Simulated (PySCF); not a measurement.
# Excitation energy of Mg by level of theory

Mg [Ne] 3s2 (1S) → Mg [Ne] 3s1 3p1 (3P), as a difference of total energies. All numbers are calculated (PySCF 2.14, no relativity, point nucleus, in dyall-av3z). Correlated levels: valence: [Ne] frozen; virtual orbitals above 40 to 60 times the deepest correlated orbital energy dropped. The calculations carry no spin-orbit coupling.

```
           method  excitation energy (eV)
              UHF                   1.790
    MP2 (valence)                   2.381
SCS-MP2 (valence)                   2.555
   CCSD (valence)                   2.593
```

Task: How much does correlation contribute at MP2 (valence)?

Result: 2.381 − (1.790) = 0.591 eV, measured against UHF.

Errors of the correlated levels include the incompleteness of this basis and the frozen core.

With two correlated electrons CCSD is exact in that space.

For comparison: 2.714 eV (measured; NIST levels, between the centres of gravity of the two terms).
